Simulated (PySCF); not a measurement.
InH2Br, SMILES [InH2][Br].

The structure is a stationary point at PBE0-D3(BJ)/def2-TZVP. The def2 effective core potentials stand for the cores of In; spin–orbit coupling is left out.

The numbers are results of TDA-LC-ωPBE/def2-SVPD (PySCF 2.14.0), not measurements.

Vertical excitations. Gas-phase values at a fixed geometry. State labels are in the subgroup C2v.

| state | symmetry | energy (eV) | λ (nm) | f | main pairs |
|---|---|---|---|---|---|
| S1 | A2 | 5.33 | 233 | 0.000 | HOMO→LUMO 88 % |
| S2 | B1 | 6.23 | 199 | 0.008 | HOMO−2→LUMO 94 % |
| S3 | A1 | 6.24 | 199 | 0.023 | HOMO−1→LUMO 89 % |
| S4 | B2 | 6.49 | 191 | 0.058 | HOMO→LUMO+2 48 %, HOMO→LUMO+1 40 % |
| S5 | A2 | 6.55 | 189 | 0.000 | HOMO−3→LUMO 89 % |
| S6 | B1 | 6.78 | 183 | 0.047 | HOMO−1→LUMO+2 51 %, HOMO−1→LUMO+1 38 % |
| S7 | B2 | 7.85 | 158 | 0.019 | HOMO→LUMO+1 37 %, HOMO→LUMO+3 34 %, HOMO→LUMO+2 18 % |
| S8 | A1 | 8.12 | 153 | 0.807 | HOMO−2→LUMO+2 43 %, HOMO−2→LUMO+1 37 %, HOMO→LUMO+8 8 % |
| S9 | B2 | 8.12 | 153 | 0.002 | HOMO−3→LUMO+1 36 %, HOMO→LUMO+3 24 %, HOMO−3→LUMO+2 14 %, HOMO−3→LUMO+3 9 % |
| S10 | B1 | 8.36 | 148 | 0.080 | HOMO−1→LUMO+1 35 %, HOMO−1→LUMO+3 28 %, HOMO−1→LUMO+2 25 %, HOMO−1→LUMO+13 8 % |
| T1 | A2 | 5.00 | 248 | 0 | HOMO→LUMO 74 %, HOMO−3→LUMO 22 % |
| T2 | A1 | 5.66 | 219 | 0 | HOMO−1→LUMO 92 % |
| T3 | B2 | 5.77 | 215 | 0 | HOMO→LUMO+1 40 %, HOMO→LUMO+2 39 % |
| T4 | B1 | 5.77 | 215 | 0 | HOMO−2→LUMO 88 % |
Triplets are in the Tamm–Dancoff approximation.
